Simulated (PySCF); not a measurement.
GeHF, SMILES [F][GeH] (connectivity only; charge and spin as stated), neutral, multiplicity 1.

The structure is a stationary point at ωB97X-D3(BJ)/def2-TZVP.

These are B3LYP/def2-TZVPD run with PySCF values and carry that method's errors.

| Item | Result |
|---|---|
| total energy | -2177.54824 hartree |
| point group | Cs |
| highest occupied level | -7.13 eV |
| lowest empty level | -3.15 eV |
| orbital gap | 3.98 eV |
| dipole moment | 0.408 e·Å |
| quadrupole, principal values (traceless, Buckingham form, about the centre of nuclear charge) | -3.57, -1.86, 5.44 D·Å |
| mean static polarisability | 34.0 bohr³ (5.04 Å³) |
| polarisability, principal values | 28.8, 33.5, 39.6 bohr³ |
